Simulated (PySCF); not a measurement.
Isomers of C5H4ClNO, one conformer each. Level of theory: core-valence-separated Tamm–Dancoff BHandHLYP/aug-pcX-1 (pcseg-1 on H, def2-SVPD on Cl) in PySCF, non-relativistic, gas phase, PBE0-D3(BJ)/def2-SVP geometry. No empirical shift is added; at this level the pattern usually sits a few eV under experiment.

P. `c1c([n+](ccc1)[O-])Cl` (2-chloropyridine-N-oxide)
Q. `Clc1ccc(O)nc1` (5-chloro-2-hydroxypyridine)

Main lines, eV (oscillator strength):
1. C K: 283.0 (0.047), 283.2 (0.052), 283.2 (0.080), 283.6 (0.063), 284.9 (0.064); N K: 400.1 (0.063), 405.4 (0.013); O K: 529.3 (0.028), 533.1 (0.027), 534.4 (0.004), 534.5 (0.003)
2. C K: 282.9 (0.060), 283.1 (0.055), 283.4 (0.065), 284.7 (0.063), 285.1 (0.079); N K: 396.9 (0.054); O K: 533.3 (0.022), 533.4 (0.014), 535.4 (0.007), 535.9 (0.009), 536.1 (0.005)
Listed: the first five lines at most of each edge with a tenth or more of its strongest line's intensity; roots within 0.03 eV on the same or equivalent atoms are summed. Only the lowest roots were sought, and the top ones are left out.

Problem. Which spectrum belongs to which isomer?

Solution. 1 = P, 2 = Q.
- P: first C line listed at 283.0 eV, hole on the aromatic CH carbon (1s→π*); first N line listed at 400.1 eV, hole on the N-oxide nitrogen (1s→π*); first O line listed at 529.3 eV, hole on the N-oxide oxygen.
- Q: first C line listed at 282.9 eV, hole on the aromatic CH carbon (1s→π*); first N line listed at 396.9 eV, hole on the pyridine-type nitrogen (1s→π*); first O line listed at 533.3 eV, hole on the phenol-type oxygen.

Problem. What are the ground-state energies of the isomers at BHandHLYP/aug-pcX-1 (pcseg-1 on H, def2-SVPD on Cl), relative to the lowest?

Solution. P 231.8, Q 0.0 kJ/mol (electronic energies on these geometries, no dispersion or zero-point terms).
